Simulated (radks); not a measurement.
Radial electron density D(r) = 4 pi r^2 rho(r) of an atom or ion with 22 electrons. Method: scalar-relativistic Kohn-Sham, SCAN, spin-polarised, spherical densities, finite nucleus; meta-GGA in the generalised Kohn-Sham scheme; Fermi nuclear charge, rms radius of each element as measured or else 0.836 A^(1/3) + 0.57 fm; computed with a radial shooting solver on a logarithmic mesh with Libxc functionals.

| r (bohr) | D(r) (e/bohr) | spin D(r) |
|---|---|---|
| 0.005934 | 6.305 | -0.000435 |
| 0.007423 | 8.929 | -0.000615 |
| 0.009362 | 12.50 | -0.000858 |
| 0.01181 | 16.99 | -0.00116 |
| 0.01477 | 22.05 | -0.00150 |
| 0.01863 | 27.58 | -0.00187 |
| 0.02349 | 32.59 | -0.00220 |
| 0.02939 | 35.87 | -0.00239 |
| 0.03706 | 36.69 | -0.00226 |
| 0.04674 | 34.72 | -0.00118 |
| 0.05848 | 31.49 | 0.00285 |
| 0.07375 | 29.56 | 0.0169 |
| 0.093 | 31.62 | 0.0610 |
| 0.1164 | 37.11 | 0.175 |
| 0.1467 | 41.98 | 0.460 |
| 0.1851 | 40.18 | 1.05 |
| 0.2315 | 31.21 | 2.04 |
| 0.292 | 20.93 | 3.55 |
| 0.3682 | 17.44 | 5.22 |
| 0.4606 | 20.17 | 6.31 |
| 0.5809 | 21.36 | 6.15 |
| 0.7326 | 16.12 | 4.57 |
| 0.9166 | 8.354 | 2.55 |
| 1.156 | 2.711 | 0.980 |
| 1.458 | 0.5264 | 0.241 |
| 1.824 | 0.06197 | 0.0366 |
| 2.3 | 0.003442 | 0.00256 |

What is the nuclear charge?

Answer. Z = 30. The innermost maximum, from 1s, lies near gamma/Z bohr with gamma = sqrt(1 - (Z/c)^2) = 0.976, here 0.0325 bohr (found: 0.0353), and its height grows with Z. The density is that of the zinc ion Zn8+ in [Ar] 3d4; the configuration itself is not fixed sharply by these data, and Z only to about a unit. D(r) has 3 maxima, at r = 0.0353, 0.158, 0.545 bohr, and minima at 0.0743, 0.359 bohr, inside which lie 2.08, 10.73 electrons.
